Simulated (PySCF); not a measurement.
IIn, triplet, geometry from GFN2-xTB (such geometries of metal compounds can be far from the true shape) (the spin is typed, not shown lowest) (core potentials on I, In), with bond 2-1 at 1.6 times its length; B3LYP/def2-SV(P) run with PySCF.

The PySCF input:
```python
from pyscf import gto, scf, dft

mol = gto.M(
    atom='''
In   -0.000000   -0.000000   -1.504422
I     0.000000    0.000000    3.128062
''',
    basis='def2-sv(p)',
    ecp={'I': 'def2-sv(p)', 'In': 'def2-sv(p)'},
    charge=0,
    spin=2,
    verbose=4,
)

mf = dft.UKS(mol)
mf.xc = 'b3lyp'
mf.diis = False
mf.max_cycle = 100
mf.kernel()
mf.analyze()
```

**Question.** Predict the main parts of the log of this PySCF run.

**Answer.** 
```
PySCF version 2.14.0

[INPUT] verbose = 4
[INPUT] num. atoms = 2
[INPUT] num. electrons = 46
[INPUT] charge = 0
[INPUT] spin (= nelec alpha-beta = 2S) = 2
[INPUT] symmetry False subgroup None
[INPUT] Mole.unit = angstrom
[INPUT] Symbol           X                Y                Z      unit          X                Y                Z       unit  Magmom
[...]
nuclear repulsion = 59.9717205138755
number of shells = 20
number of NR pGTOs = 122
number of NR cGTOs = 52
basis = def2-sv(p)
ecp = {'I': 'def2-sv(p)', 'In': 'def2-sv(p)'}

******** <class 'pyscf.dft.uks.UKS'> ********
method = UKS
initial guess = minao
damping factor = 0
level_shift factor = 0
DIIS disabled
SCF conv_tol = 1e-09
SCF conv_tol_grad = None
SCF max_cycles = 100
direct_scf = True
direct_scf_tol = 1e-13
number electrons alpha = 24  beta = 22
XC library pyscf.dft.libxc version 7.1.2
    S. Lehtola, C. Steigemann, M. J. T. Oliveira, and M. A. L. Marques,  SoftwareX 7, 1–5 (2018)
XC functionals = b3lyp
    P. J. Stephens, F. J. Devlin, C. F. Chabalowski, and M. J. Frisch,  J. Phys. Chem. 98, 11623 (1994)
radial grids:
    Treutler-Ahlrichs [JCP 102, 346 (1995); DOI:10.1063/1.469408] (M4) radial grids

becke partition: Becke, JCP 88, 2547 (1988); DOI:10.1063/1.454033
pruning grids: <function nwchem_prune>
grids dens level: 3
symmetrized grids: False
atomic radii adjust function: <function treutler_atomic_radii_adjust>
small_rho_cutoff = 0
Set gradient conv threshold to 3.16228e-05
tot grids = 43832
init E= -435.762381058097

cycle= 1 E= -485.967885689441  delta_E= -50.2  |g|= 2.26  |ddm|= 10.3

cycle= 2 E= -479.229871247341  delta_E= 6.74  |g|= 2.33  |ddm|= 8.16

cycle= 3 E= -411.650318403925  delta_E= 67.6  |g|= 3.69  |ddm|= 14.7

cycle= 4 E= -258.375606791732  delta_E=  153  |g|= 7.23  |ddm|= 19.8

cycle= 5 E= -287.119881502972  delta_E= -28.7  |g|= 15.7  |ddm|= 23.4

cycle= 6 E= -225.170367009918  delta_E= 61.9  |g|= 13.8  |ddm|= 23.6

cycle= 7 E= -280.154436229069  delta_E=  -55  |g|= 19.6  |ddm|= 23.7

cycle= 8 E= -207.158355663226  delta_E=   73  |g|= 14.8  |ddm|=   23

cycle= 9 E= -222.627055430244  delta_E= -15.5  |g|= 21.8  |ddm|= 24.4

cycle= 10 E= -181.256776385707  delta_E= 41.4  |g|= 13.8  |ddm|= 25.4

cycle= 11 E= -212.392639182944  delta_E= -31.1  |g|= 18.1  |ddm|= 25.9

cycle= 12 E= -135.088632257178  delta_E= 77.3  |g|= 12.5  |ddm|= 26.3

cycle= 13 E= -211.836406175339  delta_E= -76.7  |g|= 18.1  |ddm|= 26.3

cycle= 14 E= -135.083811404117  delta_E= 76.8  |g|= 12.5  |ddm|= 26.3

cycle= 15 E= -211.836513060829  delta_E= -76.8  |g|= 18.1  |ddm|= 26.3

cycle= 16 E= -135.083812023822  delta_E= 76.8  |g|= 12.5  |ddm|= 26.3

cycle= 17 E= -211.836513022005  delta_E= -76.8  |g|= 18.1  |ddm|= 26.3

cycle= 18 E= -135.083812023821  delta_E= 76.8  |g|= 12.5  |ddm|= 26.3

cycle= 19 E= -211.836513022025  delta_E= -76.8  |g|= 18.1  |ddm|= 26.3

cycle= 20 E= -135.083812023821  delta_E= 76.8  |g|= 12.5  |ddm|= 26.3

cycle= 21 E= -211.836513022025  delta_E= -76.8  |g|= 18.1  |ddm|= 26.3

cycle= 22 E= -135.083812023821  delta_E= 76.8  |g|= 12.5  |ddm|= 26.3

cycle= 23 E= -211.836513022025  delta_E= -76.8  |g|= 18.1  |ddm|= 26.3

cycle= 24 E= -135.083812023821  delta_E= 76.8  |g|= 12.5  |ddm|= 26.3

cycle= 25 E= -211.836513022025  delta_E= -76.8  |g|= 18.1  |ddm|= 26.3

cycle= 26 E= -135.083812023821  delta_E= 76.8  |g|= 12.5  |ddm|= 26.3

cycle= 27 E= -211.836513022025  delta_E= -76.8  |g|= 18.1  |ddm|= 26.3

cycle= 28 E= -135.083812023821  delta_E= 76.8  |g|= 12.5  |ddm|= 26.3

cycle= 29 E= -211.836513022025  delta_E= -76.8  |g|= 18.1  |ddm|= 26.3

cycle= 30 E= -135.083812023821  delta_E= 76.8  |g|= 12.5  |ddm|= 26.3

cycle= 31 E= -211.836513022025  delta_E= -76.8  |g|= 18.1  |ddm|= 26.3

cycle= 32 E= -135.083812023821  delta_E= 76.8  |g|= 12.5  |ddm|= 26.3

cycle= 33 E= -211.836513022025  delta_E= -76.8  |g|= 18.1  |ddm|= 26.3

cycle= 34 E= -135.083812023821  delta_E= 76.8  |g|= 12.5  |ddm|= 26.3

[...]

cycle= 81 E= -211.836513022025  delta_E= -76.8  |g|= 18.1  |ddm|= 26.3

cycle= 82 E= -135.083812023821  delta_E= 76.8  |g|= 12.5  |ddm|= 26.3

cycle= 83 E= -211.836513022025  delta_E= -76.8  |g|= 18.1  |ddm|= 26.3

cycle= 84 E= -135.083812023821  delta_E= 76.8  |g|= 12.5  |ddm|= 26.3

cycle= 85 E= -211.836513022025  delta_E= -76.8  |g|= 18.1  |ddm|= 26.3

cycle= 86 E= -135.083812023821  delta_E= 76.8  |g|= 12.5  |ddm|= 26.3

cycle= 87 E= -211.836513022025  delta_E= -76.8  |g|= 18.1  |ddm|= 26.3

cycle= 88 E= -135.083812023821  delta_E= 76.8  |g|= 12.5  |ddm|= 26.3

cycle= 89 E= -211.836513022025  delta_E= -76.8  |g|= 18.1  |ddm|= 26.3

cycle= 90 E= -135.083812023821  delta_E= 76.8  |g|= 12.5  |ddm|= 26.3

cycle= 91 E= -211.836513022025  delta_E= -76.8  |g|= 18.1  |ddm|= 26.3

cycle= 92 E= -135.083812023821  delta_E= 76.8  |g|= 12.5  |ddm|= 26.3

cycle= 93 E= -211.836513022025  delta_E= -76.8  |g|= 18.1  |ddm|= 26.3

cycle= 94 E= -135.083812023821  delta_E= 76.8  |g|= 12.5  |ddm|= 26.3

cycle= 95 E= -211.836513022025  delta_E= -76.8  |g|= 18.1  |ddm|= 26.3

cycle= 96 E= -135.083812023821  delta_E= 76.8  |g|= 12.5  |ddm|= 26.3

cycle= 97 E= -211.836513022025  delta_E= -76.8  |g|= 18.1  |ddm|= 26.3

cycle= 98 E= -135.083812023821  delta_E= 76.8  |g|= 12.5  |ddm|= 26.3

cycle= 99 E= -211.836513022025  delta_E= -76.8  |g|= 18.1  |ddm|= 26.3

cycle= 100 E= -135.083812023821  delta_E= 76.8  |g|= 12.5  |ddm|= 26.3
SCF not converged.
SCF energy = -135.083812023821 after 100 cycles  <S^2> = 2.0000001  2S+1 = 3.0000001
**** SCF Summaries ****
Total Energy =                        -135.083812023820968
Nuclear Repulsion Energy =              59.971720513875511
One-electron Energy =                 -619.069205465962227
Two-electron Energy =                  424.013672928265748
Two-electron Coulomb Energy =          452.435761333058792
DFT Exchange-Correlation Energy =      -28.422088404793030
**** MO energy ****
                             alpha | beta                alpha | beta
[...]
spin_pop of  0 In 4s        0.00000
spin_pop of  0 In 5s        0.00000
spin_pop of  0 In 6s        0.00000
spin_pop of  0 In 7s       -0.00000
spin_pop of  0 In 4px      -0.00008
spin_pop of  0 In 4py       0.64557
spin_pop of  0 In 4pz       0.64557
spin_pop of  0 In 5px       0.00000
spin_pop of  0 In 5py       0.19910
spin_pop of  0 In 5pz       0.19910
spin_pop of  0 In 6px       0.00007
spin_pop of  0 In 6py       0.02565
spin_pop of  0 In 6pz       0.02565
spin_pop of  0 In 7px       0.00000
spin_pop of  0 In 7py       0.12906
spin_pop of  0 In 7pz       0.12906
spin_pop of  0 In 4dxy      0.00002
spin_pop of  0 In 4dyz     -0.00000
spin_pop of  0 In 4dz^2     0.00002
spin_pop of  0 In 4dxz     -0.00000
spin_pop of  0 In 4dx2-y2    0.00000
spin_pop of  0 In 5dxy      0.00019
spin_pop of  0 In 5dyz     -0.00000
spin_pop of  0 In 5dz^2     0.00019
spin_pop of  0 In 5dxz      0.00000
spin_pop of  0 In 5dx2-y2    0.00000
spin_pop of  1 I 4s        0.00000
spin_pop of  1 I 5s        0.00000
spin_pop of  1 I 6s        0.00000
spin_pop of  1 I 7s        0.00000
spin_pop of  1 I 4px      -0.00000
spin_pop of  1 I 4py       0.00000
spin_pop of  1 I 4pz       0.00000
spin_pop of  1 I 5px       0.00000
spin_pop of  1 I 5py       0.00000
spin_pop of  1 I 5pz       0.00000
spin_pop of  1 I 6px      -0.00000
spin_pop of  1 I 6py       0.00008
spin_pop of  1 I 6pz       0.00008
spin_pop of  1 I 7px      -0.00000
spin_pop of  1 I 7py       0.00030
spin_pop of  1 I 7pz       0.00030
spin_pop of  1 I 4dxy      0.00000
spin_pop of  1 I 4dyz     -0.00000
spin_pop of  1 I 4dz^2     0.00000
spin_pop of  1 I 4dxz     -0.00000
spin_pop of  1 I 4dx2-y2    0.00000
spin_pop of  1 I 5dxy      0.00000
spin_pop of  1 I 5dyz     -0.00000
spin_pop of  1 I 5dz^2     0.00000
spin_pop of  1 I 5dxz      0.00000
spin_pop of  1 I 5dx2-y2   -0.00000
In total            24.00000 | 22.00000
Dipole moment(X, Y, Z, Debye):  0.00000, -0.00000, 560.12872
```

The run did not converge; its last values are not results.
